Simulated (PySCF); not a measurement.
C₂H₃ClN₂Si, SMILES Cl[SiH]1N=CC=N1. Heavy atoms are numbered as in [Cl:1][SiH:2]1[N:3]=[CH:4][CH:5]=[N:6]1. Hydrogens are named by the atom that carries them.

The structure is a stationary point at PBE0-D3(BJ)/def2-SVP. This is a generated structure with no PubChem entry under its InChIKey; it may be hypothetical.

Calculation: PBE0/pcSseg-1 (PySCF).

GIAO shieldings, no solvent; atoms alike by connectivity are averaged. δ = σ(ref) − σ: ³⁵Cl against HCl (σ = 945.9 ppm); ²⁹Si against TMS (σ = 352.7 ppm); ¹⁵N against NH3 (σ = 267.4 ppm); ¹³C against TMS (σ = 186.3 ppm); ¹H against TMS (σ = 31.56 ppm), references at their B3LYP-D3(BJ)/def2-TZVP geometries, non-relativistic (without spin–orbit terms, shifts of atoms bonded to Cl or Br come out too high).

Task: Estimate the chemical shifts. (The exact figures need the calculation; the answer reports its results.)

Result: 
| nucleus | atoms | count | δ (ppm) |
|---|---|---|---|
| ³⁵Cl | Cl1 | 1 | 0.2 |
| ²⁹Si | Si2 (SiH) | 1 | 25.9 |
| ¹⁵N | N3 | 2 | 418.1 |
| ¹³C | C4 (CH) | 2 | 178.2 |
| ¹H | H on C4 | 2 | 8.71 |
| ¹H | H on Si2 | 1 | 5.98 |
